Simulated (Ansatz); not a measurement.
CH8OSiSn can be A, `O[CH]([SiH3])[SnH3]`, or B, `[CH3][SnH2][SiH2]O`.

Program: Ansatz. Geometries: PBE0-D4/def2-TZVP. ΔE: electronic, gas phase. CBS: MP2 limit from def2 TZ/QZ plus the TZ coupled-cluster correction, frozen cores. Functionals use def2-TZVPP. B3LYP here is the variant with VWN-RPA as its local correlation; programs differ in this. Elements past krypton have def2 core potentials. For Sn outer-core shells are correlated without core-valence functions, which leaves a few kJ/mol of doubt a bond. One conformer a species, not always the lowest.

(1) Which isomer does CCSD(T)/CBS put lower? Give the gap. (An estimate is asked.)

(2) Give E(B) − E(A) in kcal/mol with B3LYP-D4, B3LYP, PBE-D4, CCSD(T)/def2-TZVPP, HF/def2-TZVPP, ωB97M-V, MP2/def2-TZVPP. (Best estimate.)

Largest T1 diagnostic: 0.013.

## Answers

(1) Computed: B, by 54.7 kcal/mol.

(2) Ansatz gave: B3LYP-D4 -53.1, B3LYP -54.2, PBE-D4 -51.8, CCSD(T)/def2-TZVPP -53.2, HF/def2-TZVPP -55.7, ωB97M-V -52.8, MP2/def2-TZVPP -55.5. None reverses the order clearly.

The D4 term adds +1.1 kcal/mol with B3LYP and +0.6 kcal/mol with PBE0; it sums over pairs of atoms, weighted by their polarisabilities, and B3LYP, whose exchange is more repulsive, gets the larger term. From PBE to PBE0 (25 % exact exchange), in def2-TZVPP and without D4, E(B) − E(A) moves by −1.4 kcal/mol.
